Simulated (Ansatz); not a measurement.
Q: Name a neutral molecule of F, N, Si and H with HOMO–LUMO gap (B3LYP/def2-TZVPP) between 7.55 and 7.85 eV and HOMO energy (PBE0/def2-TZVPP) between -8.35 and -8.05 eV (Ansatz, PBE0-D4/def2-TZVP geometry).

A: `N[Si](F)(F)[SiH3]` (7.67 eV, -8.20 eV). Other molecules can fit too; these were computed, each in one conformer that needn't be the lowest.

B3LYP here is the variant with VWN-RPA as its local correlation; programs differ in this.
